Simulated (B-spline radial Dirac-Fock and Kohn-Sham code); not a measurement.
Cross section and asymmetry of the 4f5/2 subshell of Au⁶⁺

System: gold as Au⁶⁺, configuration [Xe] 4f14 5d5. The computed 4f5/2 threshold is 186.7 eV; without correlation, outer thresholds are uncertain by 1 to 2 eV. With an open shell the threshold is an average over the terms of the final ion.

Level of theory: the independent-particle Dirac-Slater model, thresholds from Dirac-Fock; a radial atomic solver. Interchannel coupling and autoionising resonances are not included, so magnitudes near threshold are approximate.

Question: How do σ and β run from threshold to 400 eV kinetic energy?

Answer: The cross section shows no minimum in this range. Its largest value, 2.26 Mb, lies 105 eV above threshold, delayed by the centrifugal barrier of the l+1 channel. β ranges from 0.30 (at 104.7 eV) to 1.49.

```
kinetic energy (eV)  σ (Mb)     β
                1.5    1.02  1.49
                1.9    1.03  1.47
                2.3    1.04  1.45
                2.9    1.06  1.42
                3.7    1.08  1.39
                4.6    1.10  1.35
                5.7    1.13  1.30
                7.2    1.17  1.24
                9.0    1.22  1.17
               11.2    1.28  1.09
               14.0    1.35  1.00
               17.5    1.43  0.90
               21.9    1.53  0.80
               27.4    1.64  0.69
               34.2    1.77  0.59
               42.8    1.90  0.49
               53.5    2.02  0.41
               66.9    2.12  0.35
               83.7    2.21  0.31
              104.7    2.26  0.30
              130.9    2.25  0.32
              163.6    2.17  0.36
              204.6    1.99  0.42
              255.8    1.72  0.49
              319.9    1.41  0.58
              400.0    1.09  0.67
```

Run: 4.8 s of CPU time on 1 thread of Neoverse-V1 (shared host), peak memory 0.44 GiB.
